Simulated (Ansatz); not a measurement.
Input file for `C=[CH][Ga]([Cl])[Cl]`:

```yaml
crystal:
  periodic: [false, false, false]
  atoms:
    - {symbol: C, position_ang: [0.786911, 0.535067, 1.116899]}
    - {symbol: C, position_ang: [-0.133252, -0.318561, 0.676416]}
    - {symbol: Ga, position_ang: [-0.626258, -0.347728, -1.187178]}
    - {symbol: Cl, position_ang: [-2.087914, -1.657252, -2.020156]}
    - {symbol: Cl, position_ang: [0.304160, 0.986292, -2.573261]}
    - {symbol: H, position_ang: [1.081115, 0.570826, 2.163085]}
    - {symbol: H, position_ang: [1.287513, 1.235856, 0.454697]}
    - {symbol: H, position_ang: [-0.612285, -1.004500, 1.369497]}
basis:
  gaussian: {orbitals: def2-TZVPP}
correlation: {method: ccsd_t}
output: {orbitals: {seedname: orbitals}}
```

```sh
$ ansatz run in.yaml --threads 4 --pin off --events-out ev --progress --plain --max-ram 10444MiB
```

Output of Ansatz, abridged:

```
Functional definition: HF
1434 factors; integrals over basis functions are off by at most 9.2e-4 eV
mean field evaluation 1: about -79451.6322 eV, gradient 3.0e1 eV
mean field evaluation 2: about -79451.8049 eV, gradient 3.0e1 eV
mean field evaluation 4: about -79454.2975 eV, gradient 4.3e0 eV
mean field evaluation 8: about -79454.3408 eV, gradient 8.2e-2 eV
mean field -79454.34085333 eV, -2919.8931702735 hartree, gradient 1.9e-6 eV, S^2 0.000000; 0 other end points of the search recorded, 0 dependent functions left out
21 core orbitals not correlated: weight in the atoms' cores, before any rotation towards them, 1.000 or more for the frozen orbitals, at most 0.000 for the correlated occupied ones
reference -79454.34085333 eV, -2919.8931702735 hartree; 19, 19 occupied and 196, 196 virtual orbitals, 1434 factors
second order -24.79213868 eV of doubles, -0.00000000 eV of singles
cycle   1  -25.14435027 eV  change   -3.5e-1 eV  update   1.1e-1
cycle   2  -25.81262389 eV  change   -6.7e-1 eV  update   3.3e-2
cycle   3  -25.93120014 eV  change   -1.2e-1 eV  update   1.6e-2
cycle   4  -25.92092604 eV  change    1.0e-2 eV  update   4.3e-3
cycle   5  -25.92008995 eV  change    8.4e-4 eV  update   1.7e-3
cycle   6  -25.92063428 eV  change   -5.4e-4 eV  update   5.2e-4
cycle   7  -25.92063673 eV  change   -2.4e-6 eV  update   2.2e-4
cycle   8  -25.92064448 eV  change   -7.8e-6 eV  update   6.9e-5
cycle   9  -25.92066482 eV  change   -2.0e-5 eV  update   2.5e-5
perturbative correction -1.18011995 eV, -0.0433686084 hartree
Total energy: -79481.44163811 eV, -2920.8891057444 hartree
```

Run time 2.2 min (4 threads of an Arm Neoverse V2 on a shared host); peak host memory 4.1 GiB.

Correlation energy per correlated electron: -0.713 eV. T1 diagnostic: 0.0116.
